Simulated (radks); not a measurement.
Values are calculated unless marked as measured or tabulated.
These are the eigenvalues of the occupied orbitals of an atom or ion with whole-number occupations (hartree). Code: a radial shooting solver on a logarithmic mesh with Libxc functionals. Model: scalar-relativistic Kohn-Sham, SCAN, spin-unpolarised, spherical densities, finite nucleus; meta-GGA in the generalised Kohn-Sham scheme; Fermi nuclear charge, rms radius of each element as measured or else 0.836 A^(1/3) + 0.57 fm.

| orbital | eigenvalue |
|---|---|
| 1s | -1495.378 |
| 2s | -251.1787 |
| 2p | -226.1973 |
| 3s | -64.32409 |
| 3p | -56.31210 |
| 3d | -45.00744 |
| 4s | -22.32801 |
| 4p | -19.57808 |
| 4d | -15.58966 |

Which element is it, and in what charge state? The configuration may be excited.

Answer. Z = 58, cerium, charge +16: Ce16+ in [Kr] 4d6. The list shows which subshells hold electrons but not how many an open one holds; the 1s level, -1495.4 hartree, gives Z - s = 54.7 by -(Z - s)^2/2, which with screening and relativity narrows Z to a few neighbours, and the depths of the outer levels then fix element, charge and occupations together.
